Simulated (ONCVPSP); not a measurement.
# oxygen (O): one change to an ONCV potential, before and after

* Element: O (Z = 8)
* Generator: ONCVPSP 4.0.1
* Type: optimised norm-conserving Vanderbilt (ONCV)
* Functional: LDA (Perdew-Zunger)
* Relativity: scalar-relativistic
* Frozen core: [He]
* Valence charge: 6
* Reference configuration: 2s2 2p4
* Partial waves: 2s: rc 0.95 bohr, ncon 4, nbas 9, qcut 8.1 1/bohr, 2 projectors, debl 3.4 Ha; 2p: rc 2.10 bohr, ncon 4, nbas 7, qcut 7.5 1/bohr, 2 projectors, debl 3.2 Ha
* Local potential: polynomial inside 0.90 bohr (lpopt 5, dvloc0 6 Ha)
* Core correction: polynomial model core, fcfact 0.45

Change: p: qcut 6.

Cutoffs: the cutoffs (Ha) at which the residual kinetic energy of the hardest occupied pseudo-wave falls to 1 and 0.1 mHa per electron; they do not see the model core or the augmentation charge, which bear on the density cutoff. Errors are all-electron minus pseudo energies relative to the spin-unpolarised reference configuration.

**Question.** Predict the effect on cutoff, ghosts and configuration errors.

**Answer.** The potential gets neither clearly harder nor softer (31 Ha and 158 Ha → 31 Ha and 158 Ha); the s channel sets the loose cutoff, while the largest relative change is in p, which becomes softer; of the 4 tests that both files solve, the error grows in 4 and shrinks in 0 by more than 15 % and 0.3 meV (median size 462.3 → 627.4 meV); neither file shows a bound ghost.

| quantity | base | changed |
| --- | --- | --- |
| cutoff, loose | 31 Ha | 31 Ha |
| cutoff, tight | 158 Ha | 158 Ha |
| loose cutoff by channel | s 31 Ha, p 18 Ha | s 31 Ha, p 15 Ha |
| bound ghosts | none | none |
| GHOST(+) flags under 300 eV | none | none |
| error for 2s2 2p3, meV [ΔE 16.58 eV] | +114 | +158 |
| error for 2s2 2p2, meV [ΔE 50.29 eV] | +811 | +1097 |
| error for 2s2 2p1, meV [ΔE 104.26 eV] | +2803 | +3728 |
| error for 2s2 2p3.5, meV [ΔE 6.37 eV] | +19 | +27 |
| s: phases at 0.96 bohr within 0.05 rad from the reference energy up to (Ha; the scan ends near 5) | to the end of the scan | to the end of the scan |
| p: phases at 2.13 bohr within 0.05 rad from the reference energy up to (Ha; the scan ends near 5) | 4.9 | 4.8 |
| rms error of d²Exc/dni dnj with the model core, mHa | 0.91 | 0.61 |
